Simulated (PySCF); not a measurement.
# Bond curve of BiB

Set-up: Bi cc-pVDZ-PP with ECP60, B cc-pVDZ; scalar-relativistic core potentials (PySCF 2.14). Energies in eV from Bi + B in their ground configurations at the same level. State: ³Π (triplet), unpaired electrons σ ↑, π ↑.

| R (Å) | r²SCAN | M06-L |
| --- | --- | --- |
| 1.849 | -1.070 | -1.572 |
| 1.935 | -1.669 | -2.190 |
| 2.021 | -2.001 | -2.536 |
| 2.086 | -2.121 | -2.664 |
| 2.150 | -2.158 | -2.708 |
| 2.215 | -2.133 | -2.689 |
| 2.300 | -2.029 | -2.591 |
| 2.408 | -1.825 | -2.394 |
| 2.537 | -1.526 | -2.102 |
| 2.709 | -1.099 | -1.690 |

Question: Put a parabola through the three lowest points of the r²SCAN curve and estimate Re, k and ωe (reduced mass 10.46 u; 1 eV/Å² = 0.16022 mdyn/Å; ωe = 1302.8·√(k/μ) cm⁻¹).

Answer: Through R = 2.086, 2.15, 2.215 Å the second-order coefficient is 7.46 eV/Å², so Re ≈ 2.157 Å, k ≈ 2.39 mdyn/Å and ωe ≈ 623 cm⁻¹. A polynomial fit of higher order to the unrounded r²SCAN energies gives Re = 2.153 Å, k = 2.37 mdyn/Å, ωe = 620 cm⁻¹; anharmonicity and rounding make the difference.

The higher-order fit for each curve: r²SCAN: Re = 2.153 Å, ωe = 620 cm⁻¹, De = 2.16 eV; M06-L: Re = 2.160 Å, ωe = 617 cm⁻¹, De = 2.71 eV.

Spin–orbit coupling is left out, which matters for elements this heavy, above all for dissociation energies. The state was picked by a PBE0 search and need not be the measured ground state.
